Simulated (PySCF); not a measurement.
**Relaxation of singlet Pt₂H₄**

Method: PBE0/[Pt def2-TZVP with ECP60, H def2-TZVP], scalar-relativistic core potentials, density fitting, no spin–orbit coupling, PySCF. A (50,194) grid was used.

A hand-made doubly bridged, trans start, of C2h symmetry, held to at least that symmetry:

```xyz
6
charge 0 multiplicity 1, angstrom
Pt    1.1205    0.0000    0.0000
Pt   -1.1205    0.0000    0.0000
H     0.0000    1.2016    0.0000
H     0.0000   -1.2016    0.0000
H     1.8955    0.0000    1.3330
H    -1.8955    0.0000   -1.3330
```

What does it relax to?

It ends at C2h with Pt–H 1.555 Å (×2), Pt–H 1.690 Å (×4); H–Pt–H 75.8° (×2), H–Pt–H 116.7° (×4), Pt–H–Pt 104.2° (×2) (after a last refinement on a finer grid). A frequency run shows 2 imaginary modes, down to 479i cm⁻¹, so it is a higher-order saddle point. Other isomers or separated fragments may lie lower.

How much energy is released, and in how many steps?

168.7 kJ/mol in 8 steps.

Stability towards spin polarisation was not tested. Spin–orbit coupling, left out here, can matter for elements this heavy.

The relaxation took 44 s on 2 threads of a shared Arm Neoverse N1 host, with 104 basis functions and 9 gradients; the process peaked at 0.87 GiB.
